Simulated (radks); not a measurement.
Minus the highest occupied eigenvalue as an estimate of the ionisation energy, Rb to Rb19+. The LB94 potential has the -1/r tail that LDA and GGA lack but no energy functional. All-electron calculation, non-relativistic Kohn-Sham, LB94 model potential, spin-polarised, spherical densities, point nucleus; open shells are filled with parallel spins first (spin-orbit coupling, left out, can overturn this in heavy ions); relativity is left out, which matters for an element this heavy. Program: a radial shooting solver on a logarithmic mesh with Libxc functionals.

| species | configuration | HOMO | -e(HOMO) (eV) | <r> (bohr) | IE, NIST (eV) | kind |
|---|---|---|---|---|---|---|
| Rb | [Kr] 5s1 | 5s up | 4.795 | 4.67 | 4.177 | exp. |
| Rb+ | [Kr] | 4p | 27.590 | 1.71 | 27.290 | exp. |
| Rb2+ | [Ar] 3d10 4s2 4p5 | 4p down | 39.960 | 1.63 | 39.247 | semi-emp. |
| Rb3+ | [Ar] 3d10 4s2 4p4 | 4p down | 53.328 | 1.56 | 52.2 | semi-emp. |
| Rb4+ | [Ar] 3d10 4s2 4p3 | 4p up | 68.595 | 1.52 | 68.4 | theory |
| Rb5+ | [Ar] 3d10 4s2 4p2 | 4p up | 83.511 | 1.47 | 83 | theory |
| Rb6+ | [Ar] 3d10 4s2 4p1 | 4p up | 99.201 | 1.42 | 98.67 | semi-emp. |
| Rb7+ | [Ar] 3d10 4s2 | 4s | 134.52 | 1.28 | 132.8 | semi-emp. |
| Rb8+ | [Ar] 3d10 4s1 | 4s up | 153.06 | 1.25 | 150.63 | exp. |
| Rb9+ | [Ar] 3d10 | 3d | 276.04 | 0.511 | 277.1 | exp. |
| Rb10+ | [Ar] 3d9 | 3d down | 315.58 | 0.497 | 313 | theory |
| Rb11+ | [Ar] 3d8 | 3d down | 356.78 | 0.485 | 356 | theory |
| Rb12+ | [Ar] 3d7 | 3d down | 399.57 | 0.473 | 400 | theory |
| Rb13+ | [Ar] 3d6 | 3d down | 443.87 | 0.462 | 443 | theory |
| Rb14+ | [Ar] 3d5 | 3d up | 499.48 | 0.450 | 502 | theory |
| Rb15+ | [Ar] 3d4 | 3d up | 547.84 | 0.440 | 550 | theory |
| Rb16+ | [Ar] 3d3 | 3d up | 597.71 | 0.431 | 601 | theory |
| Rb17+ | [Ar] 3d2 | 3d up | 649.01 | 0.422 | 654 | theory |
| Rb18+ | [Ar] 3d1 | 3d up | 701.68 | 0.414 | 706 | theory |
| Rb19+ | [Ar] | 3p | 852.39 | 0.453 | 857 | semi-emp. |

Reference values: NIST Atomic Spectra Database (exp. = measured, semi-emp. = semi-empirical, theory = theoretical value adopted there). Relativity is left out here, which matters for elements this heavy. Open shells are spherical and high-spin; term and fine-structure splittings are not resolved.
